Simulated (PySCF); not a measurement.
**Successive ionisation energies of gold**

Calculated with PySCF 2.14, two-component X2C-1e (Gaussian nucleus, no Breit or QED terms), each ion in its own even-tempered basis; GMP2 freezes the deep shells of the larger ions and drops the highest virtual spinors; eV.

```
  ion  configuration  GHF (spin-free)  GHF (screened spin-orbit)  GMP2 (screened spin-orbit)       NIST         kind
Au⁵⁷⁺       [Ar] 3d4           5801.0                     5850.3                      5851.1   5846 ± 6  theoretical
Au⁵⁸⁺       [Ar] 3d3           5951.4                     5997.7                      5998.5   5994 ± 6  theoretical
Au⁵⁹⁺       [Ar] 3d2           6103.0                     6159.5                      6159.3   6156 ± 7  theoretical
Au⁶⁰⁺       [Ar] 3d1           6246.4                     6309.2                      6308.8  6305 ± 10  theoretical
Au⁶¹⁺           [Ar]           6866.6                     6728.2                      6729.3  6724 ± 12  theoretical
Au⁶²⁺   [Ne] 3s2 3p5           6994.4                     6858.8                      6860.0  6854 ± 15  theoretical
Au⁶³⁺   [Ne] 3s2 3p4           7123.1                     7002.0                      7002.6  6997 ± 19  theoretical
Au⁶⁴⁺   [Ne] 3s2 3p3           7295.8                     7134.7                      7135.4  7130 ± 24  theoretical
Au⁶⁵⁺   [Ne] 3s2 3p2           7426.3                     7765.4                      7767.2  7760 ± 30  theoretical
Au⁶⁶⁺   [Ne] 3s2 3p1           7558.2                     7919.4                      7919.4  7910 ± 40  theoretical
Au⁶⁷⁺       [Ne] 3s2           8218.7                     8217.7                      8221.6  8210 ± 40  theoretical
Au⁶⁸⁺       [Ne] 3s1           8363.9                     8362.9                      8363.7  8360 ± 50  theoretical
```
